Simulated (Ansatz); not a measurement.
**A relaxation, step by step**

CH₇As (SMILES C.[AsH3]), closed shell, PBE0-D4/def2-TZVP (Ansatz 0.2.0). Settings:

```yaml
hamiltonian: {xc: pbe0, dispersion: d4}
relax: {f_tol: 0.005, max_steps: 200}
```

Start (the SMILES describes the start alone):

```xyz
9
angstrom
C -0.1936 -0.1856 -1.7434
H 0.4034 -0.5884 -2.5823
H 0.3898 0.5938 -1.2184
H -0.4374 -1.0034 -1.0391
H -1.1296 0.2552 -2.1326
As -0.1500 -0.2821 2.0970
H 1.2763 -0.1779 1.5265
H -0.4809 1.1460 1.6253
H 0.3221 0.2425 3.4670
```

```tsv
step	energy less the last (meV)	largest force component (eV/Å)
1	30.1	0.483
3	2.7	0.022
5	2.5	0.009
7	2.3	0.024
9	2.2	0.041
11	1.8	0.047
13	1.5	0.027
15	1.1	0.053
17	0.7	0.018
19	0.4	0.050
21	0.2	0.010
23	0.1	0.034
25	0.0	0.002
27	0.0	0.010
29	0.0	0.002
```

Step 9, positions (Å) and forces (eV/Å):

```tsv
atom	x	y	z	Fx	Fy	Fz
C1	-0.194	-0.194	-1.769	-0.004	0.019	-0.028
H2	0.302	-0.559	-2.670	-0.020	0.017	0.037
H3	0.459	0.515	-1.257	-0.015	-0.017	-0.018
H4	-0.410	-1.035	-1.109	-0.002	0.003	-0.005
H5	-1.126	0.302	-2.042	0.041	-0.022	0.014
As6	-0.114	-0.275	2.120	0.015	0.005	0.012
H7	1.318	-0.132	1.625	-0.011	0.000	-0.005
H8	-0.488	1.108	1.608	0.004	-0.002	0.001
H9	0.252	0.270	3.494	-0.010	-0.003	-0.009
```

Step 15, positions (Å) and forces (eV/Å):

| atom | x | y | z | Fx | Fy | Fz |
| --- | --- | --- | --- | --- | --- | --- |
| C1 | -0.167 | -0.206 | -1.753 | -0.004 | 0.005 | -0.011 |
| H2 | 0.139 | -0.489 | -2.762 | -0.011 | 0.022 | 0.053 |
| H3 | 0.604 | 0.417 | -1.299 | -0.019 | -0.007 | -0.032 |
| H4 | -0.307 | -1.104 | -1.151 | -0.014 | 0.011 | -0.018 |
| H5 | -1.105 | 0.351 | -1.800 | 0.049 | -0.032 | 0.008 |
| As6 | -0.133 | -0.270 | 2.100 | 0.006 | 0.009 | 0.009 |
| H7 | 1.304 | -0.099 | 1.630 | -0.003 | 0.000 | -0.006 |
| H8 | -0.530 | 1.097 | 1.565 | 0.001 | -0.003 | -0.007 |
| H9 | 0.194 | 0.303 | 3.472 | -0.005 | -0.006 | 0.003 |

Step 21, positions (Å) and forces (eV/Å):

| atom | x | y | z | Fx | Fy | Fz |
| --- | --- | --- | --- | --- | --- | --- |
| C1 | -0.149 | -0.216 | -1.742 | -0.003 | 0.000 | -0.001 |
| H2 | 0.010 | -0.418 | -2.801 | 0.001 | 0.003 | 0.010 |
| H3 | 0.698 | 0.345 | -1.348 | -0.002 | 0.001 | -0.007 |
| H4 | -0.244 | -1.159 | -1.204 | -0.004 | 0.002 | -0.004 |
| H5 | -1.061 | 0.367 | -1.617 | 0.008 | -0.007 | 0.002 |
| As6 | -0.144 | -0.264 | 2.086 | 0.004 | 0.002 | -0.001 |
| H7 | 1.298 | -0.073 | 1.641 | 0.001 | -0.003 | -0.002 |
| H8 | -0.553 | 1.090 | 1.527 | -0.002 | 0.000 | 0.001 |
| H9 | 0.145 | 0.327 | 3.459 | -0.003 | 0.001 | 0.001 |

Last step (29):

```
9
angstrom
C -0.1361 -0.2269 -1.7400
H -0.0611 -0.3746 -2.8170
H 0.7486 0.3012 -1.3847
H -0.2073 -1.1953 -1.2452
H -1.0256 0.3614 -1.5157
As -0.1600 -0.2491 2.0750
H 1.2827 -0.0517 1.6343
H -0.5679 1.1138 1.5365
H 0.1268 0.3213 3.4569
```

The run took about 11 s on 4 CPU threads of an AMD EPYC 9R45 (shared host).
